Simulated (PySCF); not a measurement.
A structure optimised at B3LYP-D3(BJ)/def2-SVP, used in a PySCF frequency run:

```xyz
7

F     -3.1660     0.3731    -0.9460
C     -2.4152    -0.4396    -0.1923
C     -1.1239    -0.5915    -0.3626
C      0.1608    -0.7696    -0.4881
Br     1.4611     0.2840     0.4380
H     -2.9958    -0.9663     0.5731
H      0.6193    -1.5275    -1.1294
```
Charge 0, spin multiplicity 1.

Q: Write its SMILES and formula.

A: FC=C=CBr, C3H2BrF

Q: What are its rotational constants (standard atomic weights)?

A: 15.538, 1.0216, 0.98882 GHz
